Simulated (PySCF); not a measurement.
C3H7Al (SMILES C=C[CH2][AlH2]), singlet, at a GFN2-xTB geometry (such geometries of metal compounds can be far from the true shape), atoms displaced at random by about 0.03 Å a coordinate; DF-PBE/STO-3G, gradient run with PySCF.

PySCF was given this input:
```python
from pyscf import gto, scf, dft

mol = gto.Mole()
mol.atom = '''
    Al    0.809237    0.388203    1.177530
    C    -0.320974   -0.981803    0.265676
    C    -0.978470   -0.077111   -0.804223
    C    -0.341261    0.356613   -1.872094
    H    -1.088619   -1.475785    0.765336
    H     0.253909   -1.726414   -0.264193
    H    -1.923474    0.303413   -0.617072
    H     0.698686   -0.007542   -2.068775
    H    -0.673870    1.021592   -2.536419
    H     1.082656    0.246764    2.753979
    H     1.431558    1.544058    0.432496
'''
mol.basis = 'sto-3g'
mol.charge = 0
mol.spin = 0
mol.verbose = 3
mol.build()

mf = dft.RKS(mol)
mf.xc = 'pbe'
mf = mf.density_fit(auxbasis='def2-universal-jkfit')
mf.kernel()
g = mf.nuc_grad_method()
g.auxbasis_response = False
grad = g.kernel()
```

Q: Predict the main parts of the log of this PySCF run.

A: 
```
converged SCF energy = -356.229897366901
--------------- DFRKS gradients ---------------
         x                y                z
0 Al     0.0033541339     0.0250866928    -0.0354539709
1 C    -0.0259790418    -0.0638191029     0.0304771017
2 C    -0.0423228085     0.0328844699    -0.0188454066
3 C    -0.0759161042     0.0638412707    -0.0305469753
4 H     0.0358608502     0.0244691499    -0.0384681248
5 H    -0.0168286995     0.0131214292     0.0065612870
6 H     0.0605126327    -0.0197064093    -0.0159610901
7 H     0.0118396149    -0.0045241324    -0.0004542894
8 H     0.0420911648    -0.0689834587     0.0685871529
9 H     0.0066289768    -0.0033820324     0.0303044907
10 H     0.0006781921     0.0011729548     0.0032448194
----------------------------------------------
```
